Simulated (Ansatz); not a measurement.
Si(CCH)Cl3 (C2HCl3Si), relaxed as a singlet with RKS r2SCAN-D4/def2-SVP in Ansatz, starting from the GFN2-xTB geometry. Force threshold 0.02 eV/Å.

Start:

Cartesian coordinates in Å:
```
Si 0.119 -0.223 0.976
C -0.091 0.188 -0.814
C -0.238 0.454 -1.977
H -0.360 0.689 -2.995
Cl 1.193 1.239 1.859
Cl 1.084 -1.988 1.129
Cl -1.707 -0.359 1.824
```

```tsv
step	energy (eV)	largest force component (eV/Å)	SCF passes
1	-47518.2714	2.691	15
2	-47518.3425	0.422	20
3	-47518.3483	0.079	21
4	-47518.3484	0.010	22
```

Force components are those of the run's own axes.

End:

```xyz
7

Si    0.113   -0.218    0.948
C    -0.091    0.184   -0.802
C    -0.237    0.456   -1.982
H    -0.361    0.696   -3.024
Cl    1.201    1.247    1.875
Cl    1.096   -2.004    1.140
Cl   -1.721   -0.361    1.846
```

By distances, no bond broke or formed. The bond that changes most is Si1–C2, from 1.85 to 1.81 Å (atoms count from 1).

No frequencies were taken in this run, so the end may be a saddle point.

It took 11 s on 4 threads of Intel Xeon on a shared host.
